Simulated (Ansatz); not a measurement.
Ansatz results at the PBE0-D4/def2-TZVP geometry: HOMO energy (PBE0/def2-TZVPP) -6.76 eV; HOMO–LUMO gap (PBE0/def2-TZVPP) 5.59 eV; HOMO energy (B3LYP/def2-TZVPP) -6.54 eV.

Which molecule gave them?
A. `NC1O[SiH2]1`
B. `[SiH3][SiH]1CS1`
C. `C=[C]([GeH3])[SeH]`
D. `C1=N[SiH2]C[SiH2]1`

D. The others give `NC1O[SiH2]1`: -7.04, 6.57, -6.82; `C=[C]([GeH3])[SeH]`: -6.52, 6.01, -6.30; `[SiH3][SiH]1CS1`: -6.86, 6.04, -6.61.

B3LYP here is the variant with VWN-RPA as its local correlation; programs differ in this.
